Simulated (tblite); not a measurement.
Isomers of C8H6ClFO. Computed values, GFN2-xTB/tblite, gas phase, harmonic and unscaled. Errors from tens to a few hundred cm⁻¹ against measured bands are possible. One conformer each.

Electronic energies: GFN2-xTB at the same geometries; isomer energies are rough at this level and their order can be wrong.

```csv
SMILES,"electronic energy, lowest = 0 (kcal/mol)"
Cc1cc(C(=O)F)ccc1Cl,0.0
Cc1ccc(F)cc1C(=O)Cl,5.0
Cc1ccc(C(=O)Cl)cc1F,4.0
```

Problem. How do GFN2-xTB zero-point energies change the relative energies?

Solution. 
```json
{"SMILES": "Cc1cc(C(=O)F)ccc1Cl", "ZPE (kcal/mol)": "73.3", "of it from modes above 1550 cm⁻¹": "33.4", "electronic (kcal/mol)": "0.0", "with ZPE, lowest = 0 (kcal/mol)": "0.0", "lowest mode (cm⁻¹)": "53", "rings": "1"}
{"SMILES": "Cc1ccc(C(=O)Cl)cc1F", "ZPE (kcal/mol)": "73.1", "of it from modes above 1550 cm⁻¹": "33.4", "electronic (kcal/mol)": "4.0", "with ZPE, lowest = 0 (kcal/mol)": "3.8", "lowest mode (cm⁻¹)": "18", "rings": "1"}
{"SMILES": "Cc1ccc(F)cc1C(=O)Cl", "ZPE (kcal/mol)": "73.3", "of it from modes above 1550 cm⁻¹": "33.4", "electronic (kcal/mol)": "5.0", "with ZPE, lowest = 0 (kcal/mol)": "5.1", "lowest mode (cm⁻¹)": "20", "rings": "1"}
```

The zero-point energies span 0.2 kcal/mol, from `Cc1ccc(C(=O)Cl)cc1F` to `Cc1ccc(F)cc1C(=O)Cl`. The order is unchanged.
